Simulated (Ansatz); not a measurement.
Gas-phase reaction in SMILES: FB(F)Cl [chloro(difluoro)borane] -> F[B]F + Cl atom (the B-Cl bond at the site shown breaks; other sites are not compared here)
Structures are relaxed separately at B3LYP-D3(BJ)/def2-TZVP in Ansatz (a quantum-chemistry and plane-wave program).
Geometry of the first species:
```xyz
4

B     -0.4412     0.0339    -0.0011
F     -1.1933    -1.0444    -0.0026
F     -1.0198     1.2144    -0.0028
Cl     1.3014    -0.1000     0.0032
```

Wanted: bond dissociation energy (electronic energy difference), in kcal/mol. Valence correlation only, unless marked. UHF or UKS for open shells. Spin-orbit coupling is left out. Non-relativistic. CBS marks a two-point X^-3 extrapolation of the correlation energy; Hartree-Fock from the larger set.

```json
[
 {"level": "HF/6-31G", "program": "Ansatz", "bond dissociation energy (kcal/mol)": "79.0"}
]
```

Problem. Predict the CCSD(T)/CBS(cc-pV(T+d)Z,cc-pV(Q+d)Z) result (Ansatz).

Solution. 124.7 kcal/mol, so HF/6-31G differs from it by -45.7 kcal/mol.
